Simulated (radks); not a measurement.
Values are calculated unless marked as measured or tabulated.
Q: Successive ionisation energies (eV) of one element, from differences of total energies of ions in their ground configurations, starting at charge 0: 12.359, 21.105, 30.403, 43.369, 54.209, 65.296, 92.544, 107.02, 179.85, 204.43, 229.70, 255.59, 282.03, 316.82, 345.32, 374.39, 403.99, 434.06, 555.94, 587.56, 619.01, 660.38. Level of theory: scalar-relativistic Kohn-Sham, PBE, spin-polarised, spherical densities, finite nucleus; open shells are filled with parallel spins first (spin-orbit coupling, left out, can overturn this in heavy ions); Fermi nuclear charge, rms radius 4.7859 fm (a radial shooting solver on a logarithmic mesh with Libxc functionals). Which element is it?

A: Xenon (Z = 54). The first species listed is Xe in [Xe], the last Xe21+ in [Ar] 3d10 4s2 4p3.
